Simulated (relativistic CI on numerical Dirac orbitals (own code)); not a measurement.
**How well does a small relativistic CI reproduce Ag⁴⁺?**

Calculated at this level of theory: Dirac-Coulomb-Breit CI, KLI orbitals optimised for each configuration, model QED (radiative potential, 1s self-energy scaled to tabulated hydrogen-like ionisation energies), valence Slater integrals scaled by 0.85, P86 correlation energy added to each configuration (own radial code, finite nucleus).

Configurations in the expansion (outside the closed core [Ar] 3d10): 4s²4p⁶4d⁷, 4s²4p⁶4d⁶5s, 4s²4p⁶4d⁶4f, 4s²4p⁶4d⁶5p, 4s²4p⁵4d⁸, 4s²4p⁶4d⁶5d, 4s²4p⁶4d⁵5s², 4s²4p⁶4d⁶6s, 4s²4p⁶4d⁶6p, 4s²4p⁶4d⁵5s5p, 4s²4p⁶4d⁶6d, 4s²4p⁶4d⁶5g, 4s²4p⁴4d⁹, 4s4p⁶4d⁸. Levels of other configurations are missing.

```csv
Configuration,Term (tabulated),J,Measured (cm⁻¹),Computed,Error,Purity (%)
4s²4p⁶4d⁷,4F,9/2,0.0,0,0,96
4s²4p⁶4d⁷,4F,7/2,3690.5,3548,-142,99
4s²4p⁶4d⁷,4F,5/2,5815.6,5541,-274,96
4s²4p⁶4d⁷,4F,3/2,7097.3,6739,-358,93
4s²4p⁶4d⁷,4P,3/2,14204.4,13601,-604,57
4s²4p⁶4d⁷,4P,5/2,14899.4,14645,-255,94
4s²4p⁶4d⁷,2G,9/2,16874.7,16581,-294,84
4s²4p⁶4d⁷,4P,1/2,17067.2,16600,-467,80
4s²4p⁶4d⁷,2G,7/2,20442.1,19861,-581,97
4s²4p⁶4d⁷,2H,11/2,22531.9,23013,481,100
4s²4p⁶4d⁷,2D,5/2,24361.2,22363,-1998,91
4s²4p⁶4d⁷,2P,1/2,24599.1,23121,-1479,80
4s²4p⁶4d⁷,2H,9/2,26367.7,26532,164,87
4s²4p⁶4d⁷,2D,3/2,30134.4,28336,-1798,66
4s²4p⁶4d⁷,2F,5/2,34634.7,34479,-156,96
4s²4p⁶4d⁷,2F,7/2,36593.8,36368,-226,98
4s²4p⁶4d⁷,2D,3/2,55041.2,52081,-2960,99
4s²4p⁶4d⁷,2D,5/2,56771.9,54272,-2499,96
4s²4p⁶4d⁶5s,6D,9/2,132745.0,139553,6808,97
4s²4p⁶4d⁶5s,6D,7/2,135036.4,141775,6739,98
4s²4p⁶4d⁶5s,6D,5/2,136401.0,143110,6709,97
4s²4p⁶4d⁶5s,6D,3/2,137349.7,144029,6679,97
4s²4p⁶4d⁶5s,6D,1/2,137913.8,144571,6657,97
4s²4p⁶4d⁶5s,4D,7/2,146216.3,153696,7479,94
4s²4p⁶4d⁶5s,4D,5/2,148667.4,156086,7418,93
4s²4p⁶4d⁶5s,4D,3/2,150005.7,157420,7415,93
4s²4p⁶4d⁶5s,4D,1/2,150869.3,158252,7382,95
4s²4p⁶4d⁶5s,4H,13/2,156645.0,162721,6076,96
4s²4p⁶4d⁶5s,4H,11/2,156797.8,162997,6199,81
4s²4p⁶4d⁶5s,4H,7/2,156901.5,163228,6326,61
4s²4p⁶4d⁶5s,4G,11/2,161490.5,167959,6469,66
4s²4p⁶4d⁶5s,4G †,5/2,164031.7,170716,6684,69
4s²4p⁶4d⁶5s,4G †,9/2,164077.6,170522,6444,73
4s²4p⁶4d⁶5s,4G,7/2,164685.3,171222,6537,64
4s²4p⁶4d⁶5s,2H †,9/2,165333.7,171918,6584,72
4s²4p⁶4d⁶5s,2H †,11/2,165594.7,171984,6389,69
4s²4p⁶4d⁶5s,4D,5/2,167526.5,174870,7344,81
4s²4p⁶4d⁶5s,4D,3/2,167978.2,175309,7331,83
4s²4p⁶4d⁶5s,4D,7/2,168321.8,175649,7327,90
4s²4p⁶4d⁶5s,2G,9/2,170864.7,177672,6807,88
4s²4p⁶4d⁶5s,2I,13/2,171530.2,177183,5653,96
4s²4p⁶4d⁶5s,2I,11/2,172070.3,177786,5715,85
4s²4p⁶4d⁶5s,2G,7/2,172346.3,179122,6776,92
4s²4p⁶4d⁶5s,2D,3/2,175241.7,182977,7736,88
4s²4p⁶4d⁶5s,2D,5/2,175621.8,183359,7738,92
4s²4p⁶4d⁶5s,2F,7/2,181638.7,189386,7748,78
4s²4p⁶4d⁶5s,2F,5/2,181871.6,189653,7781,80
```

Measured levels from measured levels as listed in Gamrath, thesis, University of Mons (2023); pairs were made by configuration, J and term (by order where the table uses no LS term), so strongly mixed levels may be paired wrongly.

Mean error by configuration (cm⁻¹): 4s²4p⁶4d⁷ -791; 4s²4p⁶4d⁶5s 6914. Over the excited levels the mean absolute error is 4466 cm⁻¹ (46 of the 69 excited levels that our extract of the source holds in range could be paired, and the others can miss by more), and the median relative error of those above 1,000 cm⁻¹ is 4.3 %. Some levels of the ground configuration have no partner. † marks terms whose computed intervals miss the measured ones by more than a factor of 2.5, or configurations far off the rest, from wrong mixing, a near crossing or a doubtful label or measurement; they are left out of the means.
